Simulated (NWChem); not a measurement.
All runs are NWChem calculations. System: F6Mo, charge 0, spin multiplicity 1, at a geometry optimised with B3LYP/def2-SVP with def2 effective core potentials on Mo. The structure started from a generated list of species. Level: RHF/def2-SVP with def2 effective core potentials on Mo.

Input file:

```
start mol
memory heap 200 mb stack 900 mb global 1100 mb
geometry units angstroms nocenter noautoz
  Mo     0.000000     0.000000     0.000000
  F      1.828714     0.000000     0.000000
  F     -1.828714     0.000000     0.000000
  F      0.000000     0.000000     1.828718
  F      0.000000     1.828713     0.000000
  F      0.000000    -1.828713     0.000000
  F      0.000000     0.000000    -1.828718
  symmetry group D2h
end
basis spherical
  * library def2-svp
end
ecp
  Mo library def2-ecp
end
scf
  rhf
  nopen 0
  maxiter 100
  thresh 1e-7
  semidirect memsize 60000000 filesize 0
end
task scf energy
```

Part of the output:

```
             Northwest Computational Chemistry Package (NWChem) 7.3.0
             --------------------------------------------------------

                                NWChem Input Module
                                -------------------

 Scaling coordinates for geometry "geometry" by  1.889725989
 (inverse scale =  0.529177249)

 Turning off AUTOSYM since
 SYMMETRY directive was detected!

                             Geometry "geometry" -> ""
                             -------------------------

 Output coordinates in angstroms (scale by  1.889725989 to convert to a.u.)

  No.       Tag          Charge          X              Y              Z
 ---- ---------------- ---------- -------------- -------------- --------------
    1 Mo                  42.0000     0.00000000     0.00000000     0.00000000
    2 F                    9.0000     1.82871400     0.00000000     0.00000000
    3 F                    9.0000    -1.82871400     0.00000000     0.00000000
    4 F                    9.0000     0.00000000     0.00000000     1.82871800
    5 F                    9.0000     0.00000000     1.82871300     0.00000000
    6 F                    9.0000     0.00000000    -1.82871300     0.00000000
    7 F                    9.0000     0.00000000     0.00000000    -1.82871800

 Effective nuclear repulsion energy (a.u.)     890.3392178167

            Nuclear Dipole moment (a.u.)
            ----------------------------
        X                 Y               Z
 ---------------- ---------------- ----------------
     0.0000000000     0.0000000000     0.0000000000

      Symmetry information
      --------------------

 Group name             D2h
 Group number             26
 Group order               8
 No. of unique centers     4

      Symmetry unique atoms

     1    2    4    5


 Summary of "ao basis" -> "" (spherical)
 ------------------------------------------------------------------------------
       Tag                 Description            Shells   Functions and Types
 ---------------- ------------------------------  ------  ---------------------
 *                          def2-svp                  on all atoms

 Summary of "ao basis" -> "ao basis" (spherical)
 ------------------------------------------------------------------------------
       Tag                 Description            Shells   Functions and Types
 ---------------- ------------------------------  ------  ---------------------
 Mo                         def2-svp                11       31   5s3p2d1f
 F                          def2-svp                 6       14   3s2p1d

                                 NWChem SCF Module
                                 -----------------

  ao basis        = "ao basis"
  functions       =   115
  atoms           =     7
  closed shells   =    34
  open shells     =     0
  charge          =   0.00
  wavefunction    = RHF
  use symmetry    = T
  symmetry adapt  = T

 Summary of "ao basis" -> "ao basis" (spherical)
 ------------------------------------------------------------------------------
       Tag                 Description            Shells   Functions and Types
 ---------------- ------------------------------  ------  ---------------------
 Mo                         def2-svp                11       31   5s3p2d1f
 F                          def2-svp                 6       14   3s2p1d

      Symmetry analysis of basis
      --------------------------

        ag         30
        au          4
        b1g         9
        b1u        18
        b2g         9
        b2u        18
        b3g         9
        b3u        18

 Forming initial guess at       0.1s

      Superposition of Atomic Density Guess
      -------------------------------------

 Sum of atomic energies:        -673.04705614

      Non-variational initial energy
      ------------------------------

 Total energy =    -662.953028
 1-e energy   =   -1851.378262
 2-e energy   =     735.615101
 HOMO         =      -0.639532
 LUMO         =      -0.035391

      Symmetry analysis of molecular orbitals - initial
      -------------------------------------------------

  Numbering of irreducible representations:

     1 ag          2 au          3 b1g         4 b1u         5 b2g
     6 b2u         7 b3g         8 b3u

  Orbital symmetries:

     1 ag          2 ag          3 ag          4 b2u         5 b3u
     6 b1u         7 ag          8 b2u         9 b3u        10 b1u
    11 ag         12 ag         13 ag         14 b1u        15 b3u
    16 b2u        17 ag         18 ag         19 b1g        20 b3g
    21 b2g        22 ag         23 b1u        24 b3u        25 b2u
    26 b1u        27 b3u        28 b2u        29 b1u        30 b3u
    31 b2u        32 b1g        33 b3g        34 b2g        35 b2g
    36 b3g        37 b1g        38 ag         39 b2u        40 b3u
    41 b1u        42 ag         43 ag         44 ag

 Starting SCF solution at       0.6s

 ----------------------------------------------
         Quadratically convergent ROHF

 Convergence threshold     :          1.000E-07
 Maximum no. of iterations :          100
 Final Fock-matrix accuracy:          1.000E-09
 ----------------------------------------------

              iter       energy          gnorm     gmax       time
             ----- ------------------- --------- --------- --------
                 1     -663.2062129841  3.07D+00  8.68D-01      0.7
                 2     -663.6877509919  6.08D-01  1.95D-01      0.7
                 3     -663.7138728759  2.93D-01  6.80D-02      0.8
                 4     -663.7171043555  1.53D-02  3.05D-03      0.8
                 5     -663.7171172717  1.76D-04  7.25D-05      0.9
                 6     -663.7171172780  1.13D-08  2.94D-09      1.1

       Final RHF  results
       ------------------

         Total SCF energy =   -663.717117277954
      One-electron energy =  -1849.332381601321
      Two-electron energy =    732.805131404315
 Nuclear repulsion energy =    452.810132919051

        Time for solution =      0.5s

       Symmetry analysis of molecular orbitals - final
       -----------------------------------------------

  Numbering of irreducible representations:

     1 ag          2 au          3 b1g         4 b1u         5 b2g
     6 b2u         7 b3g         8 b3u

  Orbital symmetries:

     1 ag          2 ag          3 ag          4 b2u         5 b3u
     6 b1u         7 ag          8 b2u         9 b3u        10 b1u
    11 ag         12 ag         13 ag         14 b2u        15 b3u
    16 b1u        17 ag         18 ag         19 b1g        20 b3g
    21 b2g        22 ag         23 b1u        24 b3u        25 b2u
    26 b1u        27 b3u        28 b2u        29 b2u        30 b3u
    31 b1u        32 b1g        33 b3g        34 b2g        35 b2g
    36 b3g        37 b1g        38 ag         39 ag         40 ag
    41 b2u        42 b3u        43 b1u        44 ag

             Final eigenvalues
             -----------------

              1
    1  -26.3787
    2  -26.3786
    3  -26.3786
    4  -26.3786
    5  -26.3786
    6  -26.3786
    7   -3.4769
    8   -2.2996
    9   -2.2996
   10   -2.2996
   11   -1.6422
   12   -1.6417
   13   -1.6417
   14   -1.5951
   15   -1.5951
   16   -1.5951
   17   -0.8621
   18   -0.8621
   19   -0.8178
   20   -0.8178
   21   -0.8178
   22   -0.7890
   23   -0.7390
   24   -0.7390
   25   -0.7390
   26   -0.7136
   27   -0.7136
   28   -0.7136
   29   -0.7053
   30   -0.7053
   31   -0.7053
   32   -0.6875
   33   -0.6875
   34   -0.6875
   35   -0.1329
   36   -0.1329
   37   -0.1329
   38    0.0637
   39    0.0637
   40    0.0928
   41    0.1282
   42    0.1282
   43    0.1282
   44    0.3745

                       ROHF Final Molecular Orbital Analysis
                       -------------------------------------

 Vector   32  Occ=2.000000D+00  E=-6.875101D-01  Symmetry=b1g
              MO Center=  1.5D-16, -4.9D-17,  4.0D-17, r^2= 3.8D+00
   Bfn.  Coefficient  Atom+Function         Bfn.  Coefficient  Atom+Function
  ----- ------------  ---------------      ----- ------------  ---------------
    36      0.341334  2 F  py                50     -0.341334  3 F  py
    77     -0.341333  5 F  px                91      0.341333  6 F  px
    39     -0.245607  2 F  py                53      0.245607  3 F  py
    80      0.245606  5 F  px                94     -0.245606  6 F  px

 Vector   33  Occ=2.000000D+00  E=-6.875094D-01  Symmetry=b3g
              MO Center=  9.8D-18, -8.0D-16,  8.6D-17, r^2= 3.8D+00
   Bfn.  Coefficient  Atom+Function         Bfn.  Coefficient  Atom+Function
  ----- ------------  ---------------      ----- ------------  ---------------
    64      0.341337  4 F  py                79     -0.341331  5 F  pz
    93      0.341331  6 F  pz               106     -0.341337  7 F  py
    67     -0.245608  4 F  py                82      0.245605  5 F  pz
    96     -0.245605  6 F  pz               109      0.245608  7 F  py

 Vector   34  Occ=2.000000D+00  E=-6.875092D-01  Symmetry=b2g
              MO Center=  1.3D-15, -7.0D-17,  1.9D-16, r^2= 3.8D+00
   Bfn.  Coefficient  Atom+Function         Bfn.  Coefficient  Atom+Function
  ----- ------------  ---------------      ----- ------------  ---------------
    37      0.341331  2 F  pz                51     -0.341331  3 F  pz
    63     -0.341336  4 F  px               105      0.341336  7 F  px
    40     -0.245605  2 F  pz                54      0.245605  3 F  pz
    66      0.245608  4 F  px               108     -0.245608  7 F  px

 Vector   35  Occ=0.000000D+00  E=-1.328714D-01  Symmetry=b2g
              MO Center= -6.3D-15,  3.9D-15, -1.0D-14, r^2= 1.4D+00
   Bfn.  Coefficient  Atom+Function         Bfn.  Coefficient  Atom+Function
  ----- ------------  ---------------      ----- ------------  ---------------
    18      0.955846  1 Mo d  1              37     -0.172655  2 F  pz
    51      0.172655  3 F  pz                63     -0.172653  4 F  px
   105      0.172653  7 F  px

 Vector   36  Occ=0.000000D+00  E=-1.328713D-01  Symmetry=b3g
              MO Center=  3.6D-15, -9.4D-15, -4.0D-15, r^2= 1.4D+00
   Bfn.  Coefficient  Atom+Function         Bfn.  Coefficient  Atom+Function
  ----- ------------  ---------------      ----- ------------  ---------------
    16      0.955846  1 Mo d -1              64      0.172653  4 F  py
    79      0.172655  5 F  pz                93     -0.172655  6 F  pz
   106     -0.172653  7 F  py

 Vector   37  Occ=0.000000D+00  E=-1.328710D-01  Symmetry=b1g
              MO Center=  1.1D-15,  6.0D-16,  3.9D-15, r^2= 1.4D+00
   Bfn.  Coefficient  Atom+Function         Bfn.  Coefficient  Atom+Function
  ----- ------------  ---------------      ----- ------------  ---------------
    15      0.955846  1 Mo d -2              36      0.172654  2 F  py
    50     -0.172654  3 F  py                77      0.172655  5 F  px
    91     -0.172655  6 F  px

 center of mass
 --------------
 x =   0.00000000 y =   0.00000000 z =   0.00000000

 moments of inertia (a.u.)
 ------------------
         907.542520712975           0.000000000000           0.000000000000
           0.000000000000         907.543016985647           0.000000000000
           0.000000000000           0.000000000000         907.540535619571

  Mulliken analysis of the total density
  --------------------------------------

    Atom       Charge   Shell Charges
 -----------   ------   -------------------------------------------------------
    1 Mo  14    11.40  -0.41  1.69  0.80  0.03  0.02  6.10  0.36  0.06  2.28  0.27  0.20
    2 F    9     9.43   1.99  1.13  0.85  3.31  2.15  0.01
    3 F    9     9.43   1.99  1.13  0.85  3.31  2.15  0.01
    4 F    9     9.43   1.99  1.13  0.85  3.31  2.15  0.01
    5 F    9     9.43   1.99  1.13  0.85  3.31  2.15  0.01
    6 F    9     9.43   1.99  1.13  0.85  3.31  2.15  0.01
    7 F    9     9.43   1.99  1.13  0.85  3.31  2.15  0.01

       Multipole analysis of the density wrt the origin
       ------------------------------------------------

     L   x y z        total         open         nuclear
     -   - - -        -----         ----         -------
     0   0 0 0     -0.000000      0.000000     68.000000

     1   1 0 0     -0.000000      0.000000      0.000000
     1   0 1 0      0.000000      0.000000      0.000000
     1   0 0 1      0.000000      0.000000      0.000000

     2   2 0 0    -42.262750      0.000000    214.962031
     2   1 1 0      0.000000      0.000000      0.000000
     2   1 0 1      0.000000      0.000000      0.000000
     2   0 2 0    -42.262727      0.000000    214.961796
     2   0 1 1     -0.000000      0.000000      0.000000
     2   0 0 2    -42.262843      0.000000    214.962971

 Task  times  cpu:        1.1s     wall:        1.1s

 Total times  cpu:        1.1s     wall:        1.1s
```
